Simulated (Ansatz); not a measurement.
The molecule Se₂, multiplicity 3 (the spin of the measured ground state). No spin–orbit coupling. Se is treated without relativity.

Seven points along R, fitted to fifth degree in 1/R; most abundant isotopes. Runs in def2 and cc sets follow the lowest solution found near the PBE0 minimum.

Correlated levels freeze the inner cores; with def2 sets outer-core shells near the valence are correlated too. CBS(a, b) extrapolates the correlation energy as X⁻³ and adds the Hartree–Fock energy of set b.

Programs: Ansatz (Gaussian basis) for Hartree–Fock, density functionals and correlated methods. 

Quantity: ω_e, from seven points a level.

Costs are ratios of core time to PBE/def2-TZVPP (roughly 10 s), for whole runs (searches for the state included, and forces where a run took them) on one shared machine, so rough; each error counts from the measured 385.3 cm⁻¹ [Huber and Herzberg (1979), NIST Chemistry WebBook].

```json
[
 {"level": "SVWN5/def2-TZVPP", "basis functions": "96", "cost": "×0.7"},
 {"level": "PBE/def2-TZVPP", "basis functions": "96", "cost": "×1"},
 {"level": "r2SCAN/def2-TZVPP", "basis functions": "96", "cost": "×2"},
 {"level": "B2PLYP/def2-TZVPP", "basis functions": "96", "cost": "×2"},
 {"level": "BHLYP/def2-TZVPP", "basis functions": "96", "cost": "×2"},
 {"level": "B3LYP/def2-TZVPP", "basis functions": "96", "cost": "×2"},
 {"level": "CAM-B3LYP/def2-TZVPP", "basis functions": "96", "cost": "×2"},
 {"level": "wB97X-V/def2-TZVPP", "basis functions": "96", "cost": "×3"},
 {"level": "wB97M-V/def2-TZVPP", "basis functions": "96", "cost": "×4"},
 {"level": "CCSD(T)/def2-TZVPP", "basis functions": "96", "cost": "×10"},
 {"level": "CCSD(T)/def2-QZVPP", "basis functions": "178", "cost": "×100"},
 {"level": "CCSD(T)/CBS(def2-TZVPP, def2-QZVPP)", "basis functions": "-", "cost": "×100"}
]
```

Which is the cheapest listed level whose error stays within 4 cm⁻¹?

SVWN5/def2-TZVPP (3 cm⁻¹, cost ×0.7).

What does the step from CCSD(T)/def2-TZVPP to CCSD(T)/def2-QZVPP cost and buy?

96 to 178 functions, cost ×10 (rough); the error goes from 7 to 10 cm⁻¹.

Each error (cm⁻¹): SVWN5/def2-TZVPP 3; PBE/def2-TZVPP -10; r2SCAN/def2-TZVPP 8; B2PLYP/def2-TZVPP -3; BHLYP/def2-TZVPP 28; B3LYP/def2-TZVPP -2; CAM-B3LYP/def2-TZVPP 24; wB97X-V/def2-TZVPP 41; wB97M-V/def2-TZVPP 33; CCSD(T)/def2-TZVPP 7; CCSD(T)/def2-QZVPP 10; CCSD(T)/CBS(def2-TZVPP, def2-QZVPP) 11.

Ansatz is a quantum-chemistry and plane-wave program.
